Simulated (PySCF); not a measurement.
A side-by-side comparison of computed properties.

First species: C₂HF₅O₃S.
SMILES: `C(F)(F)(F)C(S(=O)(=O)O)(F)F`

Second species: C8H6O2.
Atom-mapped SMILES: `[cH:1]1[cH:2][o:3][c:4](-[c:5]2[cH:6][cH:7][cH:8][o:9]2)[cH:10]1` (hydrogens: H11 on C1; H12 on C2; H13 on C6; H14 on C7; H15 on C8; H16 on C10)

Structure used (GFN2-xTB), in Å, numbered top down from 1:
```
atom  x, y, z in Å
C1     2.833    0.746   -0.098
C2     2.771   -0.589    0.160
O3     1.495   -1.005    0.230
C4     0.713    0.077    0.015
C5    -0.714   -0.078    0.032
C6    -1.497   -1.187    0.240
C7    -2.834   -0.744    0.140
C8    -2.771    0.590   -0.120
O9    -1.494    1.005   -0.187
C10    1.495    1.187   -0.193
H11    3.717    1.340   -0.206
H12    3.534   -1.327    0.309
H13   -1.149   -2.179    0.439
H14   -3.719   -1.338    0.245
H15   -3.533    1.329   -0.271
H16    1.145    2.180   -0.387
```

Levels: PBE0/pcSseg-1 for dipole moment, HOMO energy, LUMO energy and HOMO–LUMO gap; GFN2-xTB for rotational constant A and rotational constant C. Geometries: GFN2-xTB. All species are isolated and taken at one optimised geometry, non-relativistic unless stated; the electronic structure was computed with PySCF and density fitting.

The conformers computed, where there is a choice (atom-mapped SMILES and torsion angles):
- `[O:1]=[S:2](=[O:3])([OH:4])[C:5]([F:6])([F:7])[C:8]([F:9])([F:10])[F:11]`: O1–S2–C5–F6 157°, S2–C5–C8–F9 -82°, H–O4–S2–O1 -15°
- `[cH:1]1[cH:2][o:3][c:4](-[c:5]2[cH:6][cH:7][cH:8][o:9]2)[cH:10]1`: O3–C4–C5–C6 0°

Values for the first species:

| Item | Value |
| --- | --- |
| Dipole moment | 2.92 D |
| HOMO energy | -9.85 eV |
| LUMO energy | -0.18 eV |
| HOMO–LUMO gap | 9.67 eV |
| Rotational constant A | 1.580 GHz |
| Rotational constant C | 0.798 GHz |

Q: Estimate the same properties for the second species, and the change in each.

A: 
```json
{"property": "dipole moment", "first": "2.92 D", "second": "0.00 D", "second less first": "-2.92 D"}
{"property": "HOMO energy", "first": "-9.85 eV", "second": "-5.77 eV", "second less first": "+4.08 eV"}
{"property": "LUMO energy", "first": "-0.18 eV", "second": "-0.81 eV", "second less first": "-0.63 eV"}
{"property": "HOMO–LUMO gap", "first": "9.67 eV", "second": "4.96 eV", "second less first": "-4.71 eV"}
{"property": "rotational constant A", "first": "1.580 GHz", "second": "4.669 GHz", "second less first": "+3.089 GHz"}
{"property": "rotational constant C", "first": "0.798 GHz", "second": "0.745 GHz", "second less first": "-0.053 GHz"}
```

On the first: The dipole matches unit charges of opposite sign 0.61 Å apart (1 e·Å = 4.8032 D).

On the second: Point group C2h forbids a permanent dipole, so the rigid molecule has no electric-dipole pure rotational spectrum.
